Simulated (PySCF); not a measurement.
Ge(F)2(Me)2 (C2H6F2Ge), SMILES [CH3][Ge]([F])([F])[CH3].

Geometry optimised at B3LYP-D3(BJ)/def2-SVP.

Method: TDDFT-PBE/def2-SVPD (PySCF).

Vertical excitations. Gas-phase values at a fixed geometry. State labels are in the subgroup C2v.

Computed lowest excited states:
```csv
state,symmetry,energy (eV),λ (nm),f,main pairs
S1,B1,7.19,172,0.138,HOMO→LUMO 97 %
S2,A2,7.96,156,0.000,HOMO→LUMO+1 99 %
S3,B1,8.03,154,0.003,HOMO→LUMO+2 99 %
S4,A1,8.27,150,0.010,"HOMO−1→LUMO 51 %, HOMO→LUMO+3 48 %"
S5,B2,8.27,150,0.008,HOMO−2→LUMO 99 %
S6,A1,8.38,148,0.074,"HOMO→LUMO+3 51 %, HOMO−1→LUMO 45 %"
S7,A2,8.43,147,0.000,HOMO−3→LUMO 99 %
S8,B1,9.03,137,0.001,HOMO−4→LUMO 84 %
S9,A2,9.08,136,0.000,HOMO→LUMO+5 99 %
S10,B1,9.19,135,0.132,"HOMO→LUMO+4 60 %, HOMO−4→LUMO 15 %, HOMO−3→LUMO+1 10 %"
T1,B1,6.79,183,0,HOMO→LUMO 99 %
T2,A2,7.66,162,0,HOMO→LUMO+1 99 %
T3,B1,7.76,160,0,HOMO→LUMO+2 99 %
T4,A1,8.04,154,0,"HOMO−1→LUMO 82 %, HOMO→LUMO+3 17 %"
```
Triplets are in the Tamm–Dancoff approximation, which puts them higher than full response would, so one can lie above its singlet here.
